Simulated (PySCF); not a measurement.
Values are calculated unless marked as measured or tabulated.
C2H5Cl2Si

C2H5Cl2Si is a small molecule (built as: C site whose three back bonds go to CH2SiH3, Cl, Cl), neutral, doublet. The structure, one conformer, was relaxed in the gas phase by PBE0-D3(BJ)/def2-SVP. No frequency run checks that it is a minimum.

SMILES: [SiH3]C[C](Cl)Cl

```xyz
10

C     1.532    0.143    0.289
C     0.444   -0.124   -0.680
Si   -1.320   -0.034    0.055
Cl    1.908   -1.077    1.445
Cl    1.782    1.767    0.803
H     0.507    0.605   -1.504
H     0.582   -1.129   -1.113
H    -1.566    1.330    0.606
H    -2.308   -0.319   -1.030
H    -1.466   -1.047    1.140
```
Atoms count from 1 in this order.

EPR values by unrestricted B3LYP, pcH-1 on C Cl H Si.

Problem. Predict g and the largest hyperfine couplings. Where does the spin sit?

Solution. g = 2.0009, 2.0108, 2.0121. The spin sits on C1 (80 %, bonded to 1 C + 2 Cl) by Mulliken populations.
| atom | isotope | isotropic (MHz) | dipolar, principal values (MHz) |
| --- | --- | --- | --- |
| C1 | 13C | 263.0 | -75.8, -75.7, 151.5 |
| Si3 | 29Si | -82.2 | -20.1, 9.8, 10.3 |
| Cl4 | 35Cl | 13.4 | -26.2, -16.6, 42.7 |
| Cl5 | 35Cl | 13.4 | -26.1, -16.6, 42.7 |
| H6 | 1H | 31.8 | -4.8, -4.6, 9.4 |
| H7 | 1H | 31.6 | -4.8, -4.6, 9.4 |
